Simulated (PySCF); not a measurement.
# Rb: electron affinity

Rb⁻ [Kr] 5s2 → Rb [Kr] 5s1 [5s1/2^1, M_J = 1/2], as a difference of total energies. Computed with PySCF 2.14 in x2c-TZVPall-2c with one added diffuse shell each of s, p, d type (9s10p8d1f, 86 functions), with the two-component X2C-1e Hamiltonian. Correlated levels: [Ar] 3d10 frozen; the 6 highest virtual spinors dropped. "Screened" scales the spin-orbit matrix elements by Boettger's factors to mimic the two-electron term; Breit and QED terms are absent.

```tsv
method	electron affinity (eV)
GHF (screened spin-orbit)	-0.086
GMP2 (screened spin-orbit)	0.313
```

Errors of the correlated levels include the incompleteness of this basis and the frozen core.

A negative affinity means that the anion lies above the atom at that level of theory.

For comparison: 0.486 eV (measured; photodetachment measurements, as compiled on the Wikipedia data page of electron affinities).
